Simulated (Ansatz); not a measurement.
Molecular dynamics of C₂H₇AlCl₂

Input file:

```yaml
crystal:
  periodic: [false, false, false]
  atoms:
    - { symbol: Al, position_ang: [-0.5778, 0.6099, 0.261] }
    - { symbol: C, position_ang: [1.499, -0.2422, 0.7314] }
    - { symbol: C, position_ang: [-1.1378, 0.048, -1.5473] }
    - { symbol: Cl, position_ang: [-0.7036, 2.3981, 1.1928] }
    - { symbol: H, position_ang: [0.2999, -0.7185, 1.2551] }
    - { symbol: Cl, position_ang: [-1.2279, -1.2691, 1.9374] }
    - { symbol: H, position_ang: [1.6139, -0.0733, -0.3423] }
    - { symbol: H, position_ang: [1.8877, 0.6161, 1.2779] }
    - { symbol: H, position_ang: [2.1229, -1.0984, 0.976] }
    - { symbol: H, position_ang: [-2.2209, 0.09, -1.6759] }
    - { symbol: H, position_ang: [-0.7065, 0.6333, -2.3621] }
    - { symbol: H, position_ang: [-0.8488, -0.994, -1.7039] }
magnetization:
  spin_polarized: true
basis:
  gaussian: { orbitals: STO-3G }
hamiltonian:
  xc: pbe0
  dispersion: d4
md:
  timestep: 0.5
  n_steps: 150
  ensemble: nve
  temperature: 1000.0
  initial_velocities: maxwell_boltzmann
  seed: 457730
```

Run as:

```bash
$ ansatz run input.yaml --threads 1 --pin off --max-ram 2048MiB --backend cpu --events-out ev --progress --plain --runs-dir out
```

It starts from a rough guess of a transition structure, not a stationary point.

Output, in part (step lines, the closing report, with atoms numbered from 0):

```
md step     0: t =     0.00 fs  T =  1000.0 K  F+E_penalty+E_count = -33442.60630950 eV  E_kin = 1.292600 eV  conserved = -33441.31370951 eV  (23 SCF iters)
[... lines left out ...]
Total energy: -33444.31342048 eV, -1229.0558488329 hartree
Atom 0 at    -1.049936     0.446007     0.408860 Å, force    -0.481561    -1.437657    -1.049629 eV/Å
Atom 1 at     2.725455    -0.223663     0.679536 Å, force    -2.116108    -5.982702    -0.582484 eV/Å
Atom 2 at    -1.184102     0.049534    -1.526303 Å, force     1.398876    -2.002332     0.674932 eV/Å
Atom 3 at    -0.656958     2.313763     1.187010 Å, force     0.074333     0.153386     0.000063 eV/Å
Atom 4 at     3.047186    -1.361058     0.484432 Å, force     0.244860     3.571559    -0.502414 eV/Å
Atom 5 at    -1.456168    -1.064685     1.856316 Å, force     0.263572     0.826777    -0.820222 eV/Å
Atom 6 at     1.739492    -0.187748     0.185915 Å, force     0.050317     0.228930     0.189480 eV/Å
Atom 7 at     2.544276    -0.342091     1.732304 Å, force    -0.012027     1.307277     1.112887 eV/Å
Atom 8 at     3.274251     0.606604     0.330956 Å, force     1.733636     0.884945    -0.229618 eV/Å
Atom 9 at    -2.208027    -0.130534    -1.888147 Å, force     0.069688     0.882356     0.085067 eV/Å
Atom 10 at    -0.596265     0.731093    -2.153268 Å, force    -0.759702     0.620719     0.063217 eV/Å
Atom 11 at    -0.689647    -0.936228    -1.802196 Å, force    -0.465883     0.946741     1.058720 eV/Å
Dipole moment:     0.071988    -0.094820    -0.618447 e Å
```

The steps, from the saved trajectory:

```tsv
time (fs)	T (K)	potential energy less start (eV)	conserved less start (meV/atom)
0	1000	0.000	0.00
2.5	547	0.591	0.48
5	608	0.508	0.19
7.5	729	0.354	0.24
10	809	0.247	0.01
12.5	658	0.445	0.22
15	616	0.500	0.25
17.5	677	0.421	0.27
20	831	0.220	0.10
22.5	838	0.211	0.10
25	798	0.265	0.27
27.5	893	0.141	0.19
30	1096	-0.122	0.18
32.5	1201	-0.261	-0.07
35	887	0.152	0.49
37.5	1294	-0.378	0.19
40	1824	-1.069	-0.33
42.5	1620	-0.797	0.36
45	1757	-0.977	0.14
47.5	1915	-1.179	0.29
50	2415	-1.837	-0.59
52.5	1949	-1.221	0.52
55	2091	-1.410	0.03
57.5	1994	-1.281	0.37
60	2575	-2.042	-0.53
62.5	2095	-1.406	0.82
65	2348	-1.743	-0.08
67.5	2367	-1.763	0.34
70	2696	-2.200	-0.63
72.5	2222	-1.575	0.34
75	2321	-1.707	0.00
```

The run went to its last step. The conserved energy stayed within 0.82 meV per atom of its start (net change 0.0028 meV per atom), so the integration is sound. The kinetic energy rose, since the run started high on the potential surface and went downhill. It ends in pieces (CH3AlCl2 + CH4), so much of that is their flight and rotation, not heat. A run of 0.075 ps of so small a system gives no equilibrium averages. The orbitals were unrestricted but ended closed-shell. Limits of this set-up: minimal basis.

The planned step would form Al1–Cl6, C2–H5 and break Al1–C2, H5–Cl6. These pairs go: Al1–Cl6 2.60 → 2.13 Å, C2–H5 1.39 → 1.20 Å, Al1–C2 2.29 → 3.84 Å, H5–Cl6 1.76 → 4.72 Å. In the last frame they stand as after the step (other bonds may differ from the relaxed reactants and products). These pairs come and go: their bonding changes 10 times, last at 48 of 75 fs, so the outcome isn't settled. Also parted: Al1–H5 1.88 → 4.48 Å. It ends as CH3AlCl2 + CH4. Pairs count as bonded within 1.25 times the sum of covalent radii (0.12 Å more for H–H).

Last frame:

```xyz
12
Properties=species:S:1:pos:R:3
Al -1.050 0.446 0.409
C 2.725 -0.224 0.679
C -1.184 0.050 -1.526
Cl -0.657 2.314 1.187
H 3.047 -1.361 0.484
Cl -1.456 -1.065 1.856
H 1.740 -0.188 0.186
H 2.544 -0.342 1.732
H 3.274 0.607 0.331
H -2.208 -0.131 -1.888
H -0.596 0.731 -2.153
H -0.690 -0.936 -1.802
```

Run time: 11 min on 1 thread of Arm Neoverse V1, with other jobs on the host, peak memory 0.17 GiB.
